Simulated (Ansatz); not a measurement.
Input file for Ansatz (a program for electronic structure): R-CAM-B3LYP/def2-TZVPP on C4H8O (SMILES CCCC=O).

Ansatz 0.2 input:
```yaml
crystal:
  periodic: [false, false, false]
  atoms:
    - {symbol: C, position_ang: [1.77884981, 0.11439985, -0.22557862]}
    - {symbol: C, position_ang: [0.29297859, 0.23883996, -0.54791413]}
    - {symbol: C, position_ang: [-0.59865923, -0.20836385, 0.61849044]}
    - {symbol: C, position_ang: [-2.05487664, -0.16735910, 0.24965613]}
    - {symbol: O, position_ang: [-2.89162757, 0.49657823, 0.80426390]}
    - {symbol: H, position_ang: [2.04415155, 0.72016873, 0.64340602]}
    - {symbol: H, position_ang: [2.39259020, 0.44652985, -1.06434721]}
    - {symbol: H, position_ang: [2.04685574, -0.92093065, -0.00302503]}
    - {symbol: H, position_ang: [0.05435656, 1.27545846, -0.80071489]}
    - {symbol: H, position_ang: [0.05729704, -0.35807097, -1.43426153]}
    - {symbol: H, position_ang: [-0.35058189, -1.24502958, 0.87828913]}
    - {symbol: H, position_ang: [-0.43925341, 0.41282052, 1.50116540]}
    - {symbol: H, position_ang: [-2.33208074, -0.80504143, -0.61942960]}
basis:
  gaussian:
    orbitals: def2-TZVPP
hamiltonian:
  xc: {name: CAM-B3LYP}
scf: {lower_state_search: off}
```

Question: Predict the final total energy.

Answer: -232.4315 hartree.

Question: How many basis functions does it have, and what does it roughly cost on one machine?

Answer: 267 functions; about 5 core-seconds (a rough figure).
